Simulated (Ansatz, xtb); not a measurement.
Dimer: H2O (SMILES O) (first 3 atoms) with CHN (SMILES C#N); geometry from B3LYP-D3(BJ)/def2-TZVP, rigid monomers moved along the line of their centres of mass till O1···H6 is 2.31 Å.
(charge 0, multiplicity 1):
```xyz
6

O     -0.08341    -0.07771    -0.10327
H      0.70905    -0.23245    -0.62767
H     -0.82821    -0.23088    -0.69383
C     -0.23070    -0.27851     3.27483
N     -0.27964    -0.36528     4.41757
H     -0.18465    -0.20028     2.20148
```

Interaction energies are E(AB) − E(A) − E(B) at the monomers' geometry in the complex; basis-set methods are counterpoise corrected.

Frozen-core correlation. CBS: X⁻³ extrapolation of the correlation energy, Hartree–Fock from the larger set.

Programs: Ansatz (Gaussian orbitals); xtb for the GFN methods. Each number belongs to the level named beside it.

Problem. Estimate the interaction energy that MP2/aug-cc-pVTZ returns for this input.

Solution. -200 meV

Problem. Give the interaction energy at the level GFN-FF.

Solution. -164 meV

Problem. Predict the interaction energy from CCSD(T)/CBS(aug-cc-pVDZ, aug-cc-pVTZ).

Solution. -205 meV

Ansatz is an electronic-structure program.
